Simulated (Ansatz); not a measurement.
Reaction (ligand exchange at a B–O bond): `BOC(C)F` + `CN[SiH2]Cl` → `BN(C)[SiH2]Cl` + `CC(O)F`

Program: Ansatz. Geometries: PBE0-D4/def2-TZVP. ΔE: electronic, gas phase. CCSD(T)/CBS is the MP2 limit (def2-TZVPP, def2-QZVPP) plus CCSD(T) − MP2 in def2-TZVPP, frozen cores. Functionals use def2-TZVPP. B3LYP here is the variant with VWN-RPA as its local correlation; programs differ in this. One conformer a species, not always the lowest.

| level | ΔE (kcal/mol) | difference from CCSD(T)/CBS |
| --- | --- | --- |
| PBE-D4 | -1.2 | -0.4 |
| r2SCAN-D4 | -0.5 | 0.3 |
| PBE0-D4 | -1.0 | -0.2 |
| ωB97X-V | 0.0 | 0.8 |
| B2PLYP | 0.4 | 1.2 |
| PBE | -0.5 | 0.3 |
| r2SCAN | -0.3 | 0.5 |
| B3LYP | 1.2 | 2.0 |
| MP2/def2-TZVPP | -1.4 | -0.6 |
| SCS-MP2/def2-TZVPP | -0.5 | 0.3 |
| CCSD/def2-TZVPP | -0.3 | 0.5 |
| CCSD(T)/def2-TZVPP | -0.8 | 0.0 |
| SCS-MP2/def2-QZVPP | -0.3 | 0.5 |
| HF/CBS(def2) | 3.3 | 4.1 |
| MP2/CBS(def2) | -1.3 | -0.5 |
| CCSD/CBS(def2) | -0.3 | 0.5 |
| CCSD(T)/CBS | -0.8 | 0 |

Largest T1 diagnostic among the species: 0.013.

The D4 term adds −1.1 kcal/mol with B3LYP and −0.6 kcal/mol with PBE0; it sums over pairs of atoms, weighted by their polarisabilities, and B3LYP, whose exchange is more repulsive, gets the larger term. In def2-TZVPP, CCSD(T) changes the Hartree–Fock value by −3.9 kcal/mol (the triples alone add −0.5 kcal/mol) and MP2 by −4.4 kcal/mol.
